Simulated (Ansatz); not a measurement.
```yaml
crystal:
  periodic: [false, false, false]
  atoms:
    - {symbol: Li, position_ang: [-0.911285, -2.211729, -2.179658]}
    - {symbol: Cl, position_ang: [-1.454587, -2.599320, 0.043225]}
    - {symbol: Li, position_ang: [-0.945601, -2.215377, 2.213709]}
    - {symbol: Cl, position_ang: [-1.455534, 0.019144, -2.499395]}
    - {symbol: Li, position_ang: [-1.321432, -0.033270, -0.036897]}
    - {symbol: Cl, position_ang: [-1.483492, -0.022585, 2.542215]}
    - {symbol: Li, position_ang: [-0.921846, 2.231112, -2.269621]}
    - {symbol: Cl, position_ang: [-1.447760, 2.517208, -0.033890]}
    - {symbol: Li, position_ang: [-0.971601, 2.172165, 2.216890]}
    - {symbol: Cl, position_ang: [1.327339, -2.390188, -2.427842]}
    - {symbol: Li, position_ang: [1.076751, -2.351440, 0.013808]}
    - {symbol: Cl, position_ang: [1.348914, -2.437102, 2.419640]}
    - {symbol: Li, position_ang: [1.072163, -0.011975, -2.412606]}
    - {symbol: Cl, position_ang: [1.178467, 0.000339, -0.056904]}
    - {symbol: Li, position_ang: [1.157559, 0.008714, 2.307537]}
    - {symbol: Cl, position_ang: [1.305205, 2.401334, -2.431803]}
    - {symbol: Li, position_ang: [1.126762, 2.392953, 0.004335]}
    - {symbol: Cl, position_ang: [1.334386, 2.388977, 2.375797]}
basis:
  gaussian: {orbitals: pcseg-2}
hamiltonian: {xc: {name: wB97X}}
```

```sh
$ ansatz run in.yaml --threads 4 --pin off --events-out ev --progress --plain --max-ram 9574MiB
```

Output, abridged:

```
Functional definition: wB97X
3654 factors; their error is unknown
729 factors; integrals over basis functions are off by at most 8.1e-6 eV
mean field evaluation 1: about -114579.8817 eV, gradient 4.0e1 eV
mean field evaluation 2: about -114583.5726 eV, gradient 2.5e1 eV
mean field evaluation 4: about -114584.6289 eV, gradient 6.9e-1 eV
mean field evaluation 8: about -114584.7418 eV, gradient 8.4e-1 eV
mean field evaluation 16: about -114584.7424 eV, gradient 6.0e-5 eV
mean field -114584.74238467 eV, -4210.9116143086 hartree, gradient 6.0e-5 eV, S^2 0.000000; 0 other end points of the search recorded, 0 dependent functions left out
reference -114584.74229941 eV, -4210.9116111754 hartree; 90, 90 occupied and 351, 351 virtual orbitals, 3654 factors
Total energy: -114584.74229941 eV, -4210.9116111754 hartree
```

Run time 1.7 min (4 threads of Arm Neoverse V1 on a shared host), peak host memory 3.5 GiB.
